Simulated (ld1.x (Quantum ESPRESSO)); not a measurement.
**Building the RRKJ potential for scandium (Sc) (LDA (PZ), scalar-relativistic).**

* Element: Sc (Z = 21)
* Generator: ld1.x (Quantum ESPRESSO) 7.5
* Type: norm-conserving RRKJ (Kleinman–Bylander form)
* Functional: LDA (PZ)
* Relativity: scalar-relativistic
* Frozen core: [Ar]
* Valence charge: 3
* Reference configuration: 3d1 4s1.5 4p0.5
* Partial waves: 4s (bound): rc 3.20 bohr; 4p (bound): rc 4.20 bohr; 3d (bound): rc 1.50 bohr
* Local potential: all-electron potential smoothed inside 3.45 bohr (lloc = -2)
* Core correction: none
* rho0: 0.02

Results:

| Quantity | Value |
| --- | --- |
| Cutoffs needed | 60 Ry and 70 Ry (the cutoffs (Ry, on a coarse ladder) from which the occupation-weighted sum of valence levels, in a spherical-Bessel basis at the reference potential, stays within 10 and 1 mRy of its value at 400 Ry) |
| Ghost test | no extra level below or beside the all-electron valence levels (s, p, d, f tested) (spherical-Bessel basis up to 400 Ry, 20 bohr box) |
| Largest excitation error | +117 meV (all-electron minus pseudo) for 3d1 4s0 4p0, out of 7 test configurations |

Generation and tests took about 1.8 s on one core of a shared server CPU.
